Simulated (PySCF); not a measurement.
SMILES [F][Al]([F])[GeH3] (H₃AlF₂Ge) (B3LYP/def2-SVP optimised geometry):

```
7

Al     0.546    -0.802     0.000
F     -0.190    -2.292     0.011
F      2.207    -0.802     0.000
Ge    -0.722     1.299     0.000
H     -0.134     2.292    -1.025
H     -2.207     1.064    -0.340
H     -0.647     1.967     1.391
```

Method: B3LYP/def2-TZVP in PySCF.

What are the frontier orbital energies and the dipole moment?

HOMO-2 -9.81 eV, HOMO-1 -9.78 eV, HOMO -8.50 eV, LUMO -1.63 eV, LUMO+1 -1.24 eV; dipole moment 1.86 D.

On the same geometry PBE/def2-TZVP (PySCF) gives HOMO-2 -8.73 eV, HOMO-1 -8.69 eV, HOMO -7.54 eV, LUMO -2.16 eV, LUMO+1 -1.76 eV; dipole moment 1.84 D.

Meta-Löwdin charges at B3LYP/def2-TZVP: Al1 1.15, F2 -0.53, F3 -0.53, Ge4 0.01, H5 -0.03, H6 -0.03, H7 -0.03.
